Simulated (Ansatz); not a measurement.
Two isomers of C3H7ClSi: A = `[SiH3]/C=C\CCl`, B = `[SiH3]C1(Cl)CC1`.

Calculated with Ansatz (gas phase, PBE0-D4/def2-TZVP geometries, no zero-point term in ΔE). CCSD(T)/CBS is the MP2 limit (def2-TZVPP, def2-QZVPP) plus CCSD(T) − MP2 in def2-TZVPP, frozen cores. Functionals use def2-TZVPP. B3LYP here is the variant with VWN-RPA as its local correlation; programs differ in this. One conformer a species, not always the lowest.

A:

```xyz
12

Si   -1.3415    0.6907   -1.0504
C     0.4752    0.7139   -0.6380
C     1.1354    0.0322    0.2981
C     0.5323   -0.9051    1.2778
Cl    1.2100   -2.5516    1.0634
H    -1.5004    0.4368   -2.5062
H    -2.0856   -0.3503   -0.2961
H    -1.9429    2.0169   -0.7464
H     1.0775    1.3745   -1.2614
H     2.2143    0.1461    0.3878
H    -0.5464   -0.9883    1.1696
H     0.7720   -0.6159    2.3017
```

B:

Z-matrix (Å, degrees):
```
Si
C 1 1.865
H 1 1.484 2 110.2
H 1 1.484 2 110.2 3 121.3
H 1 1.489 2 107.4 3 -119.3
Cl 2 1.771 1 112.1 3 -60.8
C 2 1.501 1 121.5 3 83.5
C 2 1.501 1 121.5 3 154.9
H 7 1.082 2 116.5 1 -141.3
H 7 1.084 2 117.8 1 1.2
H 8 1.084 2 117.8 1 -1.2
H 8 1.082 2 116.5 1 141.4
```

Which isomer does CCSD(T)/CBS put lower? Give the gap. (Estimate.)

Computed: A, by 23.9 kJ/mol.

Give E(B) − E(A) in kJ/mol with r2SCAN-D4, HF/def2-TZVPP, B3LYP-D4, CCSD(T)/def2-SVP, PBE0-D4, LDA (SPW92), ωB97M-V. (Estimate.)

Computed: r2SCAN-D4 16.2, HF/def2-TZVPP 39.5, B3LYP-D4 32.1, CCSD(T)/def2-SVP 12.6, PBE0-D4 10.3, LDA (SPW92) 0.1, ωB97M-V 15.7. None reverses the order clearly.

Does the order hold for the free energy at 298.15 K (harmonic terms from PBE0-D4)? (Estimate.)

The calculation gave: Yes: G(B) − G(A) = +29.7 kJ/mol, for one conformer each. Modes under 60 cm⁻¹, often nearly free rotors, make the harmonic entropy too high.

Largest T1 diagnostic: 0.011.

Leaving LDA and LC-ωPBE aside and taking each functional with its dispersion term where it has one, the values, not all of them listed here, spread over 32.6 kJ/mol, from PBE-QIDH to BLYP-D4. LDA lies −18.2 kJ/mol from PBE without D4. From PBE to PBE0 (25 % exact exchange), in def2-TZVPP and without D4, E(B) − E(A) moves by −6.6 kJ/mol.
